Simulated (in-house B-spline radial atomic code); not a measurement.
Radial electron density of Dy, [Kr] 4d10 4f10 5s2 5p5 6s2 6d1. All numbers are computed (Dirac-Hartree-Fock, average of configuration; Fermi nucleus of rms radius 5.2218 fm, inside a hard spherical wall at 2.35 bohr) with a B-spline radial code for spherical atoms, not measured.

Columns: r (bohr), 4πr²n(r) (electrons per bohr), bar.

```
0.000786    3.203 #
0.000951    4.381 ##
 0.00115    5.957 ##
 0.00139     8.05 ###
 0.00168     10.8 ####
 0.00204    14.48 #####
 0.00246    19.02 #######
 0.00298    24.86 #########
 0.00361    32.02 ############
 0.00437    40.48 ###############
 0.00528    50.04 ###################
 0.00639    60.44 #######################
 0.00773    70.84 ###########################
 0.00936    80.23 ##############################
  0.0113    87.16 #################################
  0.0137    90.69 ##################################
  0.0166    90.09 ##################################
  0.0201    86.23 ################################
  0.0243    81.68 ###############################
  0.0294    80.13 ##############################
  0.0355    84.82 ################################
   0.043    96.26 ####################################
   0.052    109.7 #########################################
  0.0629    117.4 ############################################
  0.0761    113.3 ##########################################
  0.0921    100.1 #####################################
   0.111    89.63 ##################################
   0.135    91.96 ##################################
   0.163    102.4 ######################################
   0.197      103 #######################################
   0.239    83.07 ###############################
   0.289    56.86 #####################
    0.35    45.82 #################
   0.423    51.35 ###################
   0.512    54.92 #####################
   0.619    46.05 #################
   0.749     32.3 ############
   0.906     22.9 #########
     1.1    17.13 ######
    1.33     12.1 #####
    1.61    9.193 ###
    1.94    5.799 ##
    2.33  0.02129
```

On this grid the curve has 4 maxima, near 0.0137, 0.0629, 0.197, 0.512 bohr.

The 5p1/2 radial function P(r) = rR(r), positive near the nucleus, with its small component Q(r) (sign convention: Q ≈ (P' + κP/r)/2c):

| r (bohr) | P | Q |
| --- | --- | --- |
| 0.000367 | 0.001216 | 0.004291 |
| 0.000537 | 0.001814 | 0.00595 |
| 0.000786 | 0.002729 | 0.008217 |
| 0.00115 | 0.004174 | 0.01128 |
| 0.00168 | 0.006513 | 0.01534 |
| 0.00246 | 0.01045 | 0.02066 |
| 0.00361 | 0.01719 | 0.02738 |
| 0.00528 | 0.02864 | 0.03526 |
| 0.00773 | 0.04799 | 0.04371 |
| 0.0113 | 0.07922 | 0.051 |
| 0.0166 | 0.1265 | 0.05412 |
| 0.0243 | 0.1857 | 0.04866 |
| 0.0355 | 0.2354 | 0.03119 |
| 0.052 | 0.2233 | 0.003124 |
| 0.0761 | 0.08067 | -0.02336 |
| 0.111 | -0.1813 | -0.02923 |
| 0.163 | -0.3496 | -0.00752 |
| 0.239 | -0.0984 | 0.01758 |
| 0.35 | 0.4184 | 0.0153 |
| 0.512 | 0.4305 | -0.005007 |
| 0.749 | -0.3086 | -0.0128 |
| 1.1 | -0.9893 | -0.006192 |
| 1.61 | -0.8862 | 0.001138 |
| 2.33 | -0.02691 | 0.004867 |
